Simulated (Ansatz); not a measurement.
A run for Ansatz (a program for electronic structure): R-PBE/def2-TZVPP on CH5BBrN (SMILES CB(N)Br), a point of a torsion scan.

Ansatz 0.2 input:
```yaml
crystal:
  periodic: [false, false, false]
  atoms:
    - {symbol: C, position_ang: [-1.14179120, 0.12011030, -0.34024572]}
    - {symbol: B, position_ang: [0.17833947, -0.11896450, 0.49541084]}
    - {symbol: N, position_ang: [0.31234191, 0.28248669, 1.81074191]}
    - {symbol: Br, position_ang: [1.67666428, -0.97952536, -0.30707033]}
    - {symbol: H, position_ang: [-1.38282982, -0.73053128, -0.97636885]}
    - {symbol: H, position_ang: [-1.01741117, 0.97215875, -1.01053116]}
    - {symbol: H, position_ang: [-2.00779949, 0.32913319, 0.28438326]}
    - {symbol: H, position_ang: [1.15134259, 0.14827000, 2.35282954]}
    - {symbol: H, position_ang: [-0.41618449, 0.74344481, 2.32883237]}
basis:
  gaussian:
    orbitals: def2-TZVPP
hamiltonian:
  xc: {name: PBE}
scf: {lower_state_search: off}
```

Task: Predict the final total energy.

Result: -2694.4650 hartree.
